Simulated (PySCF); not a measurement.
Structure problem from calculated spectra and properties.

Formula: C5H10F2S.

| Quantity | Value |
| --- | --- |
| NMR, other nuclei | isotropic shieldings of nuclei other than C and H, by class: 291 (1 F), 324 (1 F), 460 (1 S) ppm [GIAO PBE0/pcSseg-1] |
| 13C NMR | chemical shifts (computed TMS as zero) by class: 126.9 (1 C), 48.9 (1 C), 28.0 (1 C), 22.0 (1 C), 13.8 (1 C) ppm [GIAO PBE0/pcSseg-1] |
| Dipole | 1.21 D [PBE0/pcSseg-1] |
| 1H NMR | chemical shifts (computed TMS as zero) by class: 6.41 (1 H), 2.87 (1 H), 2.67 (1 H), 2.44 (1 H), 1.57 (3 H), 1.26 (3 H) ppm [GIAO PBE0/pcSseg-1] |
| Rotational structure | rotational constants A, B, C: 2.787, 0.988, 0.958 GHz [GFN2-xTB] |

The electronic properties come from PySCF, for the isolated species, density fitting. Levels stand in brackets. The structure is a single GFN2-xTB conformer in the gas phase; no vibrational or solvent corrections. NMR classes are plain means over equivalent atoms (diastereotopic ones count apart unless rotation or inversion swaps them), as if these changed places fast.

Question: Propose a structure and show how it fits.

Answer: Numbering: `[CH3:1][CH2:2][S:3][C@H:4]([CH3:5])[CH:6]([F:7])[F:8]`. Its formula, C5H10F2S, gives 0 degrees of unsaturation, so no ring and no π bond. 5 carbons fall into 5 classes; from least to most shielded: CHF2 carbon [C6] (126.9 ppm), sp3 carbon bound to sulfur [C4] (48.9 ppm), sp3 carbon bound to sulfur [C2] (28.0 ppm), methyl carbon [C1] (22.0 ppm), methyl carbon [C5] (13.8 ppm). Hydrogen classes from least to most shielded: 1 H on a CHF2 carbon, C6 (6.41 ppm), 1 H on an sp3 carbon bound to sulfur, C2 (2.87 ppm), 1 H on an sp3 carbon bound to sulfur, C4 (2.67 ppm), 1 H on an sp3 carbon bound to sulfur, C2 (2.44 ppm), 3 H on a methyl carbon, C5 (1.57 ppm), 3 H on a methyl carbon, C1 (1.26 ppm). The other shieldings belong to: 291 ppm, fluorine of a CF2 group [F7]; 324 ppm, fluorine of a CF2 group [F8]; 460 ppm, sulfide sulfur [S3]. The optimised geometry has point group C1 and is an asymmetric top. Structure: `FC(F)[C@H](SCC)C`. The assignments are read from this structure; whether some other isomer fits the data as well wasn't checked. The mirror image fits equally.

Conformer computed: `[CH3:1][CH2:2][S:3][C@H:4]([CH3:5])[CH:6]([F:7])[F:8]`: C1–C2–S3–C4 -99°, C2–S3–C4–C5 55°, S3–C4–C6–F7 -160°.
